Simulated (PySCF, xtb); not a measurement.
CH₆GeO₄, SMILES C[O][Ge]([OH])([OH])[OH]. One conformer was computed; it need not be the lowest.

Harmonic wavenumbers (cm⁻¹) from GFN2-xTB in xtb at its own minimum, in rising order: 69, 87, 121, 175, 176, 188, 226, 231, 260, 286, 313, 496, 573, 596, 606, 807, 830, 835, 1049, 1131, 1141, 1405, 1469, 1480, 2957, 2974, 2983, 3641, 3646, 3650.

What does PBE-D3(BJ)/def2-SVP (PySCF) give at its own minimum? (An estimate is asked for; the answer gives what the named calculation found.)

58, 95, 125, 162, 184, 211, 216, 252, 262, 305, 323, 615, 682, 712, 725, 884, 905, 913, 1080, 1133, 1153, 1410, 1418, 1431, 2927, 3006, 3042, 3718, 3722, 3725. Paired by order, the mean absolute difference is 44 cm⁻¹ and the zero-point energies are 49.2 and 50.6 kcal/mol.
